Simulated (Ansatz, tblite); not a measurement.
Isomers of Pd₃H₃⁺ (singlet), found by a short tight-binding search and relaxed with PBE-D4/def2-TZVP in Ansatz.

In the def2 sets Pd takes a core potential; there is no spin–orbit coupling. The xTB rows come from tblite. B3LYP takes the VWN-RPA correlation.

Run but left out: HF/def2-TZVP, MP2/def2-TZVP, CCSD/def2-TZVP, CCSD(T)/def2-TZVP (A: restricted singlet, unstable towards broken spin symmetry); BHLYP-D4/def2-TZVP (A: restricted singlet, unstable in another Hartree–Fock run and untested here).

A: The restricted singlet is unstable towards broken spin symmetry in Hartree–Fock (as tested in another run); at PBE-D4/def2-TZVP, r2SCAN-D4/def2-TZVP, B3LYP-D4/def2-TZVP, PBE0-D4/def2-TZVP this wasn't settled.

Other spin states were run for one of them alone.

A:

```tsv
atom	x (Å)	y (Å)	z (Å)
Pd1	0.354	-1.159	-1.950
Pd2	1.647	-0.758	0.209
Pd3	-0.522	0.484	-0.220
H4	-0.618	1.792	0.930
H5	0.107	-1.496	-0.300
H6	-0.968	1.138	1.331
```

B:

```
atom   x (Å)   y (Å)   z (Å)
 Pd1   1.569  -0.253  -0.335
 Pd2  -0.271   0.778   1.400
 Pd3  -0.955  -1.290  -0.246
  H4   0.205  -0.602  -1.208
  H5  -1.321   0.253   0.231
  H6   0.773   1.114   0.158
```

Estimate which lies lowest at each level, and how far above it the others are (kcal/mol).


| level | A | B |
| --- | --- | --- |
| GFN1-xTB | 0.0 | 4.6 |
| GFN2-xTB | 0.0 | 3.1 |
| PBE-D4/def2-TZVP | 24.7 | 0.0 |
| r2SCAN-D4/def2-TZVP | 25.2 | 0.0 |
| B3LYP-D4/def2-TZVP | 24.2 | 0.0 |
| PBE0-D4/def2-TZVP | 26.6 | 0.0 |
Point groups (tolerance 0.1 Å): A not assigned, B C3v. Lower isomers may exist.
